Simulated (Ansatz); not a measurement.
Ansatz (an electronic-structure program) input (CCSD(T)/aug-cc-pVDZ):

Ansatz 0.2 input:
```yaml
crystal:
  periodic: [false, false, false]
  atoms:
    - {symbol: O, position_ang: [-1.01533338, 0.59968429, 0.23844512]}
    - {symbol: C, position_ang: [-0.30118457, -0.42178426, -0.11687404]}
    - {symbol: O, position_ang: [1.20100748, -0.11743499, -0.09687140]}
    - {symbol: H, position_ang: [-0.44830138, -0.79517974, -1.17341875]}
    - {symbol: H, position_ang: [-0.36211419, -1.33371291, 0.54797780]}
    - {symbol: H, position_ang: [1.13213022, 0.80160381, 0.19409539]}
basis:
  gaussian:
    orbitals: aug-cc-pVDZ
total_charge: -1
magnetization: {spin_polarized: false}
correlation: {method: ccsd_t, electrons: outside_noble_gas}
output: {forces: true}
```

End of the output:

```
integrals: 0.11 GiB planned
927 factors; integrals over basis functions are off by at most 7.7e-4 eV
mean field: 0.23 GiB planned
mean field evaluation 1: about -5150.2179 eV, gradient 2.7e1 eV
mean field evaluation 2: about -5150.2188 eV, gradient 2.7e1 eV
mean field evaluation 4: about -5151.9335 eV, gradient 3.4e0 eV
mean field evaluation 8: about -5151.9664 eV, gradient 4.1e-4 eV
mean field evaluation 16: about -5151.9649 eV, gradient 2.7e-1 eV
mean field -5151.96640056 eV, -189.3312730923 hartree, gradient 2.6e-6 eV, S^2 0.000000; 0 other end points of the search recorded, 0 dependent functions left out
3 core orbitals not correlated
reference -5151.96640056 eV, -189.3312730923 hartree; 10, 10 occupied and 83, 83 virtual orbitals, 927 factors
densities: 0.53 GiB planned
second order -15.70759964 eV of doubles, -0.00000000 eV of singles
coupled cluster: 0.38 GiB planned
cycle   1  -15.51900934 eV  change    1.9e-1 eV  update   1.2e-1
cycle   2  -15.94680021 eV  change   -4.3e-1 eV  update   3.9e-2
cycle   3  -16.07186108 eV  change   -1.3e-1 eV  update   2.4e-2
cycle   4  -16.08028388 eV  change   -8.4e-3 eV  update   8.1e-3
cycle   5  -16.07150985 eV  change    8.8e-3 eV  update   4.7e-3
cycle   6  -16.07147515 eV  change    3.5e-5 eV  update   2.1e-3
cycle   7  -16.07249261 eV  change   -1.0e-3 eV  update   9.4e-4
cycle   8  -16.07229410 eV  change    2.0e-4 eV  update   4.4e-4
cycle   9  -16.07209652 eV  change    2.0e-4 eV  update   1.6e-4
cycle  10  -16.07227532 eV  change   -1.8e-4 eV  update   7.5e-5
cycle  11  -16.07221722 eV  change    5.8e-5 eV  update   3.5e-5
cycle  12  -16.07219100 eV  change    2.6e-5 eV  update   1.6e-5
cycle  13  -16.07220229 eV  change   -1.1e-5 eV  update   7.0e-6
perturbative correction -0.56328553 eV, -0.0207003613 hartree
the calculation of the forces begins
Total energy: -5168.60188837 eV, -189.9426159934 hartree
Atom 0 at    -1.015333     0.599684     0.238445 Å, force    -0.778728     1.094440     0.381381 eV/Å
Atom 1 at    -0.301185    -0.421784    -0.116874 Å, force     0.598882    -1.016605    -0.348026 eV/Å
Atom 2 at     1.201007    -0.117435    -0.096871 Å, force     0.226621    -0.156701    -0.060370 eV/Å
Atom 3 at    -0.448301    -0.795180    -1.173419 Å, force    -0.042489    -0.022619    -0.205413 eV/Å
Atom 4 at    -0.362114    -1.333713     0.547978 Å, force    -0.024246    -0.136606     0.158942 eV/Å
Atom 5 at     1.132130     0.801604     0.194095 Å, force     0.019961     0.238091     0.073487 eV/Å
Dipole moment:     0.263093    -0.172545    -0.067153 e Å
```

It need not be the lowest isomer of its formula. Whether it binds its extra electron was not tested at this geometry.
